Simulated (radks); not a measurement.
Removal energies from the silicon ion Si8+, [He] 2s2 2p(1/2: 2, 3/2: 0), by Delta-SCF beside the eigenvalue of the level emptied. All-electron calculation, Dirac Kohn-Sham, BLYP, spin-unpolarised, spherical densities, finite nucleus; Fermi nuclear charge, rms radius of each element as measured or else 0.836 A^(1/3) + 0.57 fm. Program: a radial shooting solver on a logarithmic mesh with Libxc functionals. Sub-shells are occupied by j as written (lower j first in brackets).

removed from	final configuration	Delta-SCF (eV)	-eigenvalue (eV)
2p1/2	[He] 2s2 2p(1/2: 1, 3/2: 0)	349.24	324.24
2s1/2	[He] 2s1 2p(1/2: 2, 3/2: 0)	380.85	358.92
1s1/2	1s1 2s2 2p(1/2: 2, 3/2: 0)	2167.3	2072.7
